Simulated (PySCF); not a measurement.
Adding and removing an electron: InP

PBE0; PySCF, scalar-relativistic core potentials, basis sets In def2-TZVPPD with ECP28, P def2-TZVPPD. Neutral (UKS): triplet (π ↑↑), Re = 2.644 Å, ωe = 256 cm⁻¹, De = 1.99 eV, HOMO -5.31 eV, LUMO -3.02 eV.

InP⁺ (UKS): quartet (σ ↑, π ↑↑), Re = 2.891 Å, ωe = 121 cm⁻¹, De = 0.44 eV to In⁺ + P. The energies at the minima are -531.32242 hartree for InP and -531.05886 for InP⁺.

(1) Work out the adiabatic ionisation energy, without and with harmonic zero-point energies (1 hartree = 27.2114 eV, 1 eV = 8065.5 cm⁻¹), and the change of the bond length.

Weak bonds: InP⁺. Basis-set superposition, not corrected here, can be much of De in a small basis, most of all at correlated wavefunction levels. Spin–orbit coupling is left out, which matters for elements this heavy, above all for dissociation energies. For an ion De counts to the pair picked by the measured ionisation energies or electron affinities, which need not be the lowest pair at this level. States were picked by a PBE0 search and need not be the measured ground states.

Answers

(1) At PBE0: 0.26356 hartree = 7.172 eV between the minima; the zero-point term (121.0 − 256.0)/2 cm⁻¹ = -0.008 eV makes it 7.163 eV. Re changes by +24.7 pm against the neutral. The electron leaves a σ orbital, and the longer bond of the ion fits a bonding orbital, or a change in how ionic the bond is.
